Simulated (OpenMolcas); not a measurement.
## Re6+: moving or changing the point charges

Re6+ among 5 point charges of -1 e arranged as a trigonal bipyramid (D3h), 1.91 Å from the ion, with the axial distance 1.738 Å.
```
   1.9100    0.0000    0.0000  -1.00
  -0.9550    1.6541    0.0000  -1.00
  -0.9550   -1.6541    0.0000  -1.00
   0.0000    0.0000    1.7381  -1.00
   0.0000    0.0000   -1.7381  -1.00
```

```
Program             : OpenMolcas 26.06
Method              : SS-CASPT2, IPEA 0.25 Eh, imaginary shift 0.1 Eh (closed shells correlated: 4f 5s 5p)
Basis               : ANO-RCC-VTZP [8s7p5d3f2g1h]
Scalar Hamiltonian  : DKH2, point nucleus
Active space        : 1 electron in 5 orbitals (5d)
State averaging     : 2S+1 = 2 even, 5 roots
Spin-orbit coupling : RASSI with atomic mean-field integrals over the reference wave functions
```

Runs around this geometry, states (labels of D3, the rotations of D3h). Energies in cm-1 above the lowest state or level, χT in cm3 K/mol.

```csv
R (Å),q (e),Axial / equatorial distance,Ground state,First state of that spin,First gap with spin-orbit (degeneracies),χT at 300 K
1.91,-1,0.84,2E,2E 4100,"5860 (2, 2)",0.167
1.91,-0.65,0.91,2E,2E 1300,"2650 (2, 2)",0.191
1.81,-1,0.91,2E,2E 1950,"3930 (2, 2)",0.180
1.91,-1,0.91,2E,2E 1970,"3670 (2, 2)",0.181
2.05,-1,0.91,2E,2E 1940,"3290 (2, 2)",0.184
```

Scaling the charges by -0.65 / -1 = 0.65 scales the first state of the same spin by 1300 / 1970 = 0.66; with fixed orbitals a first-order splitting would follow the charge.

Roots that are degenerate in the reference are averaged as groups; the widest CASPT2 spread within a group is 110 cm-1 (the 2-fold group of multiplicity 2 near 0 cm-1 above the lowest state of its run, R = 1.91, q = -0.65, ratio = 0.91). Shifts and gaps below about the spread of the groups concerned are not significant. An orbital doublet at a regular site is open to a Jahn-Teller distortion, which this geometry leaves out. Free-ion shares, where given, are those of the reference states; single-state CASPT2 does not remix them. Point charges carry no covalency, so the field is a model and not that of real ligands. No measured value stands beside these numbers.
